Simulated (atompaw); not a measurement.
## Scattering properties, PAW (atompaw) potential for Sr

Sr (Z = 38), PAW, made with atompaw 4.2.0.5 (LDA (PW92), scalar-relativistic). Core [Ar] 3d10, reference 4s2 4p6 4d0 5s1.5 5p0 (charge +0.5). Waves: 4s (bound): rc 1.60 bohr; 5s (bound): rc 2.80 bohr; 4p (bound): rc 1.60 bohr; 5p (bound, empty): rc 2.80 bohr; 4d (bound, empty): rc 2.80 bohr; 4d channel at 0.2 Ry: rc 2.10 bohr. Local part: troulliermartins scheme with l = 3 at 0 Ry, radius 2.80 bohr. Core correction: smooth core density matched at 2.75 bohr. Augmentation charge: gaussian compensation charge, radius 2.15 bohr; PAW radius 2.80 bohr; waves and projectors: custom polynom vanderbiltortho.

The phase is arctan(r·u′/u) with u = r·R(r), unwrapped; energies in Ry, scanned from -5 to 5 Ry. A pole is an energy at which the radial function vanishes at the test radius. The pseudo phase is shifted by a multiple of π to meet the all-electron one at the reference energy, and phase errors are pseudo minus all-electron; the curves can meet again beyond the range given. Levels narrower than the energy grid can be missing from the lists of poles.

Task: For each channel, where are the poles, and over which energies does the pseudopotential scatter like the atom?

Result:

```json
{"channel": "s", "radius (bohr)": "2.80", "reference energy (Ry)": "-0.44", "poles, all-electron": "-3.14, 2.82", "poles, pseudo": "-3.14, 2.41", "unbroken range about the reference energy with phases within 0.05 rad": "below 2.7", "phase error 1 Ry above the reference energy (rad)": "-0.015"}
{"channel": "p", "radius (bohr)": "2.80", "reference energy (Ry)": "-0.25", "poles, all-electron": "-1.69, 3.95", "poles, pseudo": "-1.69, 4.37", "unbroken range about the reference energy with phases within 0.05 rad": "the whole range", "phase error 1 Ry above the reference energy (rad)": "+0.015"}
{"channel": "d", "radius (bohr)": "2.80", "reference energy (Ry)": "-0.30", "poles, all-electron": "0.57", "poles, pseudo": "0.57", "unbroken range about the reference energy with phases within 0.05 rad": "below 2.2", "phase error 1 Ry above the reference energy (rad)": "-0.000"}
```

Phases in the s channel:

```json
{"E (Ry)": "-5.00", "all-electron": "1.380", "pseudo": "1.379"}
{"E (Ry)": "-4.52", "all-electron": "1.361", "pseudo": "1.360"}
{"E (Ry)": "-4.04", "all-electron": "1.328", "pseudo": "1.328"}
{"E (Ry)": "-3.56", "all-electron": "1.218", "pseudo": "1.217"}
{"E (Ry)": "-3.08", "all-electron": "-1.635", "pseudo": "-1.635"}
{"E (Ry)": "-2.60", "all-electron": "-1.769", "pseudo": "-1.770"}
{"E (Ry)": "-2.12", "all-electron": "-1.825", "pseudo": "-1.826"}
{"E (Ry)": "-1.64", "all-electron": "-1.886", "pseudo": "-1.887"}
{"E (Ry)": "-1.16", "all-electron": "-1.977", "pseudo": "-1.977"}
{"E (Ry)": "-0.68", "all-electron": "-2.150", "pseudo": "-2.150"}
{"E (Ry)": "-0.20", "all-electron": "-2.592", "pseudo": "-2.592"}
{"E (Ry)": "0.28", "all-electron": "-3.616", "pseudo": "-3.628"}
{"E (Ry)": "0.76", "all-electron": "-4.249", "pseudo": "-4.265"}
{"E (Ry)": "1.24", "all-electron": "-4.478", "pseudo": "-4.495"}
{"E (Ry)": "1.72", "all-electron": "-4.587", "pseudo": "-4.609"}
{"E (Ry)": "2.20", "all-electron": "-4.653", "pseudo": "-4.684"}
{"E (Ry)": "2.68", "all-electron": "-4.700", "pseudo": "-4.748"}
{"E (Ry)": "3.16", "all-electron": "-4.739", "pseudo": "-4.823"}
{"E (Ry)": "3.64", "all-electron": "-4.774", "pseudo": "-4.963"}
{"E (Ry)": "4.12", "all-electron": "-4.810", "pseudo": "-5.707"}
{"E (Ry)": "4.60", "all-electron": "-4.851", "pseudo": "-7.465"}
```
